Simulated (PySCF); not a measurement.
Molecule: CH₅OSi (charge 0, doublet). It need not be the lowest isomer of its formula. 
Geometry from a B3LYP-D3(BJ)/def2-TZVP (Ansatz) optimisation:
```
O
C 1 1.4191
H 2 1.0896 1 107.95
H 2 1.0933 3 108.81 1 120.36
H 2 1.0945 3 108.85 4 118.54
Si 1 1.6498 2 124.94 3 -164.94
H 6 1.4858 1 105.76 2 165.86
H 6 1.4962 7 110.89 1 118.84
```
Charge 0, spin multiplicity 2.

Dispersion corrections to the total energy (kcal/mol) from the dftd3 and dftd4 libraries through PySCF: D3(BJ) without and D4 with the three-body term, each with the damping fitted for the functional named.

```tsv
functional	D3(BJ)	D4
BHLYP	[?]	-3.34
B2GP-PLYP	-1.94	-1.17
TPSS	[?]	-3.85
LC-wPBE	-2.72	-3.15
TPSSh	-3.35	[?]
BP86	-4.65	-3.73
HF	-25.03	-10.90
```

Question: Complete the blanks.

Answer: 
- BHLYP, D3(BJ): -4.03
- TPSS, D3(BJ): -3.66
- TPSSh, D4: -3.47
